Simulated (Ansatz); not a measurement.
The lowest singlet and triplet of CHCl (SMILES [CH]Cl); geometries from B3LYP-D3(BJ)/def2-TZVP, each state relaxed from the structure named, with no frequency check.
Singlet at the triplet's geometry (charge 0, multiplicity 1):
```xyz
3

C     -1.0918     0.3498     0.0000
Cl     0.5004    -0.1057     0.0000
H     -1.9569    -0.3023     0.0000
```

A positive gap puts the triplet lower; no zero-point energy. R- takes a restricted singlet. The triplet is unrestricted in single-reference levels. Active spaces average the two states.

Cores are frozen in the correlated methods.

Programs: Ansatz (an electronic-structure program). Values without a source in brackets are computed.

R-PBE/def2-TZVPP gives 0.398 eV for the gap E(singlet) − E(triplet), vertical, at the triplet's geometry.

Q: Predict the shift from PBE, with its sign, for: R-r2SCAN/def2-TZVPP, R-PBE0/def2-TZVPP, R-wB97M-V/def2-TZVPP, R-B2PLYP/def2-TZVPP, R-MP2/cc-pV(Q+d)Z, R-CCSD(T)/cc-pV(Q+d)Z, SC-NEVPT2 on SA-CASSCF(2,2)/cc-pV(Q+d)Z, FIC-MRCISD+Q on SA-CASSCF(2,2)/cc-pV(Q+d)Z.

A: R-r2SCAN/def2-TZVPP 0.290; R-PBE0/def2-TZVPP 0.123; R-wB97M-V/def2-TZVPP -0.223; R-B2PLYP/def2-TZVPP -0.079; R-MP2/cc-pV(Q+d)Z -0.071; R-CCSD(T)/cc-pV(Q+d)Z -0.170; SC-NEVPT2 on SA-CASSCF(2,2)/cc-pV(Q+d)Z -0.109; FIC-MRCISD+Q on SA-CASSCF(2,2)/cc-pV(Q+d)Z -0.172 eV. 2 of 8 lie above PBE; the widest gap is to R-r2SCAN/def2-TZVPP.

Doubts at one or more of the structures used: a restricted determinant that unrestricted orbitals would lower (R-PBE/def2-TZVPP, R-r2SCAN/def2-TZVPP, R-PBE0/def2-TZVPP, R-wB97M-V/def2-TZVPP, R-B2PLYP/def2-TZVPP, R-MP2/cc-pV(Q+d)Z, R-CCSD(T)/cc-pV(Q+d)Z).
